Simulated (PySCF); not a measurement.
Input for PySCF: R-M06-2X/def2-TZVPP on C3H8O2 (SMILES OCCCO).

```python
from pyscf import gto, dft

mol = gto.M(
    atom='''
    O    -1.92616512    0.43372257    0.14739213
    C    -1.10532091   -0.62469401   -0.33186055
    C     0.22654503   -0.72528989    0.40958961
    C     0.98499428    0.59560551    0.45667253
    O     1.07988639    1.23602162   -0.81699051
    H    -1.57650654    1.25899888   -0.20655435
    H    -0.92628161   -0.50919887   -1.40527002
    H    -1.67706618   -1.54282859   -0.19036095
    H     0.83725518   -1.49566013   -0.07620386
    H     0.05583726   -1.05601726    1.43836195
    H     1.97895695    0.44811521    0.89284121
    H     0.45402317    1.30485507    1.09156315
    H     1.59384211    0.67636990   -1.40918037
    ''',
    basis='def2-tzvpp',
    charge=0, spin=0, verbose=4, max_memory=1800)
mf = dft.RKS(mol, xc='m062x').density_fit(auxbasis='def2-universal-jkfit')
mf.grids.level = 4
mf.conv_tol = 1e-9
mf.max_cycle = 150
mf.kernel()
mf.dip_moment()
```

The log:

```
PySCF version 2.14.0

[INPUT] verbose = 4
[INPUT] num. atoms = 13
[INPUT] num. electrons = 42
[INPUT] charge = 0
[INPUT] spin (= nelec alpha-beta = 2S) = 0
[INPUT] symmetry False subgroup None
[INPUT] Mole.unit = angstrom
[INPUT] Symbol           X                Y                Z      unit          X                Y                Z       unit  Magmom
[INPUT]  1 O     -1.926165120000   0.433722570000   0.147392130000 AA   -3.639924547490   0.819616871342   0.278530758616 Bohr   0.0
[INPUT]  2 C     -1.105320910000  -0.624694010000  -0.331860550000 AA   -2.088753799655  -1.180500590556  -0.627125551048 Bohr   0.0
[INPUT]  3 C      0.226545030000  -0.725289890000   0.409589610000 AA    0.428108061581  -1.370599253016   0.774012186367 Bohr   0.0
[INPUT]  4 C      0.984994280000   0.595605510000   0.456672530000 AA    1.861369423463   1.125531292182   0.862986010312 Bohr   0.0
[INPUT]  5 O      1.079886390000   1.236021620000  -0.816990510000 AA    2.040689522745   2.335742345841  -1.543888310269 Bohr   0.0
[INPUT]  6 H     -1.576506540000   1.258998880000  -0.206554350000 AA   -2.979165594186   2.379163074334  -0.390331151338 Bohr   0.0
[INPUT]  7 H     -0.926281610000  -0.509198870000  -1.405270020000 AA   -1.750418557121  -0.962246407238  -2.655575468862 Bohr   0.0
[INPUT]  8 H     -1.677066180000  -1.542828590000  -0.190360950000 AA   -3.169195772971  -2.915523492249  -0.359730060312 Bohr   0.0
[INPUT]  9 H      0.837255180000  -1.495660130000  -0.076203860000 AA    1.582182986573  -2.826388021131  -0.144004425035 Bohr   0.0
[INPUT] 10 H      0.055837260000  -1.056017260000   1.438361950000 AA    0.105517128946  -1.995583404214   2.718110153495 Bohr   0.0
[INPUT] 11 H      1.978956950000   0.448115210000   0.892841210000 AA    3.739686647805   0.846815019152   1.687225359625 Bohr   0.0
[INPUT] 12 H      0.454023170000   1.304855070000   1.091563150000 AA    0.857979445507   2.465818714550   2.062755401168 Bohr   0.0
[INPUT] 13 H      1.593842110000   0.676369900000  -1.409180370000 AA    3.011925073699   1.278153869899  -2.662964959413 Bohr   0.0

nuclear repulsion = 193.394269960645
number of shells = 103
number of NR pGTOs = 358
number of NR cGTOs = 267
basis = def2-tzvpp
ecp = {}


******** <class 'pyscf.df.df_jk.DFRKS'> ********
method = DFRKS
initial guess = minao
damping factor = 0
level_shift factor = 0
DIIS = <class 'pyscf.scf.diis.CDIIS'>
diis_start_cycle = 1
diis_space = 8
diis_damp = 0
SCF conv_tol = 1e-09
SCF conv_tol_grad = None
SCF max_cycles = 150
direct_scf = False
XC library pyscf.dft.libxc version 7.1.2
    S. Lehtola, C. Steigemann, M. J. T. Oliveira, and M. A. L. Marques,  SoftwareX 7, 1–5 (2018)
XC functionals = m062x
    Y. Zhao and D. G. Truhlar,  Theor. Chem. Acc. 120, 215 (2008)
    Y. Zhao and D. G. Truhlar,  Theor. Chem. Acc. 120, 215 (2008)
radial grids:
    Treutler-Ahlrichs [JCP 102, 346 (1995); DOI:10.1063/1.469408] (M4) radial grids

becke partition: Becke, JCP 88, 2547 (1988); DOI:10.1063/1.454033
pruning grids: <function nwchem_prune>
grids dens level: 4
symmetrized grids: False
atomic radii adjust function: <function treutler_atomic_radii_adjust>
small_rho_cutoff = 0
Set gradient conv threshold to 3.16228e-05
Initial guess from minao.
tot grids = 268008
******** <class 'pyscf.df.df.DF'> ********
auxbasis = def2-universal-jkfit
init E= -270.074955008415
  HOMO = -0.340668068064474  LUMO = 0.00124855632907384  gap/eV = 9.30403
cycle= 1 E= -269.455719398601  delta_E= 0.619  |g|= 0.758  |ddm|= 2.45
  HOMO = -0.242746320056412  LUMO = 0.0480404494197302  gap/eV = 7.91271
cycle= 2 E= -269.425308754475  delta_E= 0.0304  |g|= 0.908  |ddm|= 1.31
  HOMO = -0.342812336000591  LUMO = 0.0435878010236088  gap/eV = 10.51448
cycle= 3 E= -269.562798797433  delta_E= -0.137  |g|= 0.0569  |ddm|= 0.755
  HOMO = -0.345494135168607  LUMO = 0.0456274638751957  gap/eV = 10.64296
cycle= 4 E= -269.563344964741  delta_E= -0.000546  |g|= 0.0233  |ddm|= 0.0548
  HOMO = -0.343794061020445  LUMO = 0.046014397021235  gap/eV = 10.60723
cycle= 5 E= -269.563464611901  delta_E= -0.00012  |g|= 0.00652  |ddm|= 0.0207
  HOMO = -0.344503159677374  LUMO = 0.0457739242578938  gap/eV = 10.61998
cycle= 6 E= -269.563474640481  delta_E= -1e-05  |g|= 0.000727  |ddm|= 0.00718
  HOMO = -0.344418203553443  LUMO = 0.0458349403578104  gap/eV = 10.61933
cycle= 7 E= -269.563474790672  delta_E= -1.5e-07  |g|= 0.000232  |ddm|= 0.00121
  HOMO = -0.344451144438013  LUMO = 0.0458251792159245  gap/eV = 10.61996
cycle= 8 E= -269.563474802783  delta_E= -1.21e-08  |g|= 9.71e-05  |ddm|= 0.000367
  HOMO = -0.34444572362096  LUMO = 0.0458241014218643  gap/eV = 10.61978
cycle= 9 E= -269.563474804441  delta_E= -1.66e-09  |g|= 3.53e-05  |ddm|= 0.0001
  HOMO = -0.344447895641994  LUMO = 0.0458257330694209  gap/eV = 10.61989
cycle= 10 E= -269.563474804697  delta_E= -2.56e-10  |g|= 7.07e-06  |ddm|= 4.49e-05
  HOMO = -0.344448470372801  LUMO = 0.0458253834286069  gap/eV = 10.61989
Extra cycle  E= -269.563474804699  delta_E= -2.44e-12  |g|= 7.03e-06  |ddm|= 1.11e-05
converged SCF energy = -269.563474804699
Dipole moment(X, Y, Z, Debye):  2.04164, -1.32301, -0.53978
```

The run converged.

Cost: roughly 40 core-seconds.
